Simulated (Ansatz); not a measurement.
**Several solutions for doublet CuNi**

```xyz
2

Ni    0.0000    0.0000    0.0000
Cu    0.0000    0.0000    2.2300
```

Basis set: def2-SVP (spherical functions). Charge 0, multiplicity 2.

UHF was run from several starts with Ansatz (development build ahead of 0.2.0).

| run | program | start | converged | energy (hartree) | <S²> |
| --- | --- | --- | --- | --- | --- |
| A | Ansatz | stability test followed | yes | -3145.27780 | 0.80 |
| B | Ansatz | atomic start, no search | yes | -3145.27780 | 0.80 |
| C | Ansatz | search for the lowest state | yes | -3145.31746 | 1.80 |

(1) Which runs reached the lowest solution of this kind, and what is wrong with the others?

Results:

(1) C reached the lowest solution found. Converged but too high: A by 1.08 eV, B by 1.08 eV. Convergence only shows a stationary point, and even a stable one can lie too high; stability tests and further starts are what find lower ones. Caution: another spin multiplicity may lie lower. Caution: the unrestricted determinant is a mixture of spin states.
